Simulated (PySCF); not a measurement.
A structure optimised at r2SCAN-D4/def2-TZVP, used in a PySCF frequency run:

```
N
H 1 1.0080
H 1 1.0128 2 112.80
B 1 1.3769 2 123.36 3 180.00
H 4 1.1950 1 124.83 2 180.00
```
Charge 0, spin multiplicity 2.

Task: Write its SMILES, formula and point group.

Result: [BH]N, BH3N, Cs

Task: What are its rotational constants (standard atomic weights)?

Result: 228.58, 30.540, 26.940 GHz
